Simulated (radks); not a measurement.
Results of a calculation; reference values are marked as such.
Question: Species: I XXXVII. Configuration: [Ne] 3s2 3p5 (the NIST ground configuration). Code: a radial shooting solver on a logarithmic mesh with Libxc functionals. Model: Dirac Kohn-Sham, PBE, spin-unpolarised, spherical densities, finite nucleus; open shells fill j = l - 1/2 first; Fermi nuclear charge, rms radius 4.75 fm. Some entries of the table are withheld. Estimate them.

orbital  occ.  eigenvalue (hartree)  <r^2> (bohr^2)  <r> (bohr)
1s1/2       2                   (1)        0.001005     0.02722
2s1/2       2             -258.8705             (2)      0.1155
2p1/2       2             -248.0635         0.01162         (3)
2p3/2       4             -236.8697         0.01283         (4)
3s1/2       2                   (5)         0.09265         (6)
3p1/2       2             -93.69750             (7)      0.2716
3p3/2       3             -90.99969             (8)      0.2801

Answer: 
(1) 1s1/2 eigenvalue (hartree): -1285.165
(2) 2s1/2 <r^2> (bohr^2): 0.01575
(3) 2p1/2 <r> (bohr): 0.09734
(4) 2p3/2 <r> (bohr): 0.1028
(5) 3s1/2 eigenvalue (hartree): -97.68867
(6) 3s1/2 <r> (bohr): 0.2852
(7) 3p1/2 <r^2> (bohr^2): 0.08529
(8) 3p3/2 <r^2> (bohr^2): 0.09053
